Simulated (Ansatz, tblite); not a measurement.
Cost and result up the ladder for VH₄ (5 atoms). Charge 0, multiplicity 2. Geometry: PBE0-D4/def2-TZVP.

```xyz
5

V     0.000    0.000    0.000
H     0.635    1.358    0.650
H    -0.923    0.589   -1.213
H    -0.848   -0.890    1.076
H     1.136   -1.056   -0.513
```

Ansatz on 4 threads of Arm Neoverse V2 on a shared host; xTB runs through tblite on one thread. Times are rough, summed over both states, and most runs start from the orbitals of an earlier one. No level here is sound enough to serve as a yardstick. The other state is a singlet.

The xTB rows come from tblite. No other spin state of charge 0 was run.

Run but left out: HF/def2-TZVPP, MP2/def2-TZVPP (doublet: ⟨S²⟩ 1.16, where a pure state has 0.75); CCSD/def2-TZVPP, CCSD(T)/def2-TZVPP (charge +1 singlet: restricted singlet, unstable towards broken spin symmetry).

Raw xTB energies of ions are shifted by several eV, and xTB has no spin-polarisation term.

| level | functions | wall time | vertical IE (eV) | remarks |
| --- | --- | --- | --- | --- |
| GFN2-xTB | 13 | 0.002 s | 14.11 | – |
| GFN1-xTB | 17 | 0.004 s | 14.59 | – |
| PBE-D4/def2-TZVP | 69 | 1.1 s | 9.20 | restricted SCF unstable in HF (+1 singlet) |
| r2SCAN-D4/def2-TZVP (with forces) | 69 | 2.9 s | 9.37 | restricted SCF unstable in HF (+1 singlet) |
| PBE0-D4/def2-TZVP | 69 | 3 s | 9.54 | restricted SCF unstable in HF (+1 singlet) |
